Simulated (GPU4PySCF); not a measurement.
Co(CO)3(MeCN)(SiMe3) (C8H12CoNO3Si), SMILES CC#[N]->[Co](<-[C-]#[O+])(<-[C-]#[O+])(<-[C-]#[O+])[Si](C)(C)C, multiplicity 1.

The structure is a stationary point at ωB97X-D3(BJ)/def2-TZVP. The spin state was assumed, not searched. The isomer is the one that the SMILES or the coordinates give; other isomers of the formula were not compared. Other conformers were not sampled.

Computed with TDDFT-M06-2X/def2-SVPD in GPU4PySCF.

Vertical excitations. 

```tsv
state	energy (eV)	λ (nm)	f	main pairs
S1	2.69	461	0.001	HOMO−2→LUMO+1 36 %, HOMO−2→LUMO+10 18 %, HOMO−2→LUMO+17 8 %, HOMO−2→LUMO 6 %
S2	2.78	446	0.004	HOMO−1→LUMO+10 29 %, HOMO−1→LUMO+1 17 %, HOMO−1→LUMO+17 13 %, HOMO−1→LUMO+7 9 %
S3	3.20	388	0.013	HOMO−5→LUMO+1 14 %, HOMO−5→LUMO+10 14 %, HOMO−3→LUMO+1 9 %, HOMO−3→LUMO+10 8 %
S4	3.35	371	0.000	HOMO−1→LUMO+2 70 %
S5	3.49	355	0.017	HOMO−2→LUMO+1 20 %, HOMO−2→LUMO+7 19 %, HOMO−1→LUMO+2 11 %, HOMO−2→LUMO 8 %
S6	3.64	341	0.019	HOMO−2→LUMO+2 53 %, HOMO−1→LUMO+1 15 %
S7	3.82	324	0.001	HOMO−6→LUMO+10 19 %, HOMO−6→LUMO+17 12 %, HOMO−4→LUMO+10 9 %, HOMO−6→LUMO+1 7 %
S8	3.89	319	0.052	HOMO−2→LUMO+2 29 %, HOMO−1→LUMO+1 23 %, HOMO−1→LUMO 8 %, HOMO−1→LUMO+7 7 %
S9	4.21	295	0.004	HOMO→LUMO+1 46 %, HOMO→LUMO 14 %
S10	4.33	286	0.004	HOMO→LUMO+2 60 %, HOMO−1→LUMO+11 13 %
S11	4.62	268	0.007	HOMO−1→LUMO+3 21 %, HOMO→LUMO+7 11 %, HOMO−1→LUMO+1 10 %, HOMO−1→LUMO+8 7 %
S12	4.62	268	0.000	HOMO−2→LUMO+3 30 %, HOMO−2→LUMO+1 13 %, HOMO−2→LUMO+8 10 %, HOMO−2→LUMO+4 8 %
T1	2.15	577	0	HOMO−1→LUMO+1 39 %, HOMO−1→LUMO+10 15 %, HOMO−1→LUMO 7 %, HOMO−1→LUMO+4 6 %
T2	2.27	546	0	HOMO−2→LUMO+1 26 %, HOMO−2→LUMO+10 24 %, HOMO−2→LUMO+17 12 %
T3	2.86	434	0	HOMO−1→LUMO+7 25 %, HOMO−1→LUMO+10 13 %, HOMO−1→LUMO+1 9 %, HOMO−1→LUMO+17 9 %
T4	2.93	423	0	HOMO−5→LUMO+10 11 %, HOMO−5→LUMO+1 11 %, HOMO−3→LUMO+10 7 %, HOMO−5→LUMO+17 7 %
```
Triplets are in the Tamm–Dancoff approximation, which puts them higher than full response would, so one can lie above its singlet here.
